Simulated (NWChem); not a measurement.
Ionisation of tetraarsenic (As₄)

SMILES: [As]12[As]3[As]1[As]23
```xyz
4

As     1.2167     0.0000     0.8604
As    -1.2167     0.0000     0.8604
As     0.0000    -1.2167    -0.8604
As     0.0000     1.2167    -0.8604
```
Charge 0, spin multiplicity 1.

Program: NWChem. The geometry was optimised at PBE0/def2-SVP, held to C2v symmetry and with no frequency check, so it may be a saddle point.

Basis set: def2-TZVP. The species with one electron less has spin multiplicity 2 and keeps the geometry of the parent. Δ marks differences of total energies (open shells unrestricted). −ε marks an orbital energy of the parent. That orbital need not have the symmetry of the hole or added electron in the Δ rows.

The Hamiltonian is non-relativistic. B3LYP has NWChem's definition, with VWN1-RPA local correlation. The stability of the SCF solutions was not checked.

Task: For the first vertical ionisation energy, −ε(HOMO) of B3LYP gives 6.72 eV and −ε(HOMO) of PBE gives 6.04 eV. What do −ε(HOMO) of LDA (SVWN5), −ε(HOMO) of HF, ΔB3LYP give?

Result: −ε(HOMO) of LDA (SVWN5): 6.22 eV; −ε(HOMO) of HF: 8.85 eV; ΔB3LYP: 8.80 eV.
